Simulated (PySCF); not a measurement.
A thermochemical cycle for InN

MP2 in PySCF with def2-TZVPPD on every atom (core potentials on In), for the lowest determinant that a PBE0 search found; no spin–orbit coupling. InN, a triplet (π ↑↑), has De = 1.55 eV to neutral atoms, and InN⁺, a quartet (σ ↑, π ↑↑), has De = 0.09 eV to In⁺ + N.

At the same level the In atom ionises at 5.44 eV.

**Question.** What is the adiabatic ionisation energy of the molecule, and does ionisation strengthen or weaken the bond?

**Answer.** IE = IE(In) + De(neutral) − De(ion) = 5.44 + 1.55 − 0.09 = 6.90 eV. De changes by -1.46 eV, so ionisation weakens the bond.

Correlated steps freeze 5 core orbitals. Weak bonds: InN⁺. Basis-set superposition, not corrected here, can be much of De in a small basis, most of all at correlated wavefunction levels. Spin–orbit coupling is left out, which matters for elements this heavy, above all for dissociation energies. For an ion De counts to the pair picked by the measured ionisation energies or electron affinities, which need not be the lowest pair at this level. States were picked by a PBE0 search and need not be the measured ground states.
